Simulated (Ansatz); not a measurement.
```xyz
5

C    -0.0366   -0.0069   -1.4778
Br    0.0159   -0.0073    0.4652
H     0.0436   -1.0312   -1.8350
H    -0.9093    0.5425   -1.9016
H     0.9495    0.5190   -1.8662
```

Basis set: 6-31G* (spherical functions). Left uncorrelated: 10 orbitals. Charge 0, multiplicity 1.

Computed with Ansatz (development build ahead of 0.2.0); each method stands on the lowest determinant of its kind that the runs found. Restricted open shells among the atoms or ions are ROHF, correlated in semicanonical orbitals with singles.

(1) Give the atomization energy at this shape (free ground-state atoms in the same class of orbitals less the molecule, no zero-point energy) of singlet CH₃Br by RHF-MP2, RHF.

Answers

(1)

```
 method  atomization energy
RHF-MP2     345.87 kcal/mol
    RHF     283.95 kcal/mol
```

Caution: the shape is not the minimum.
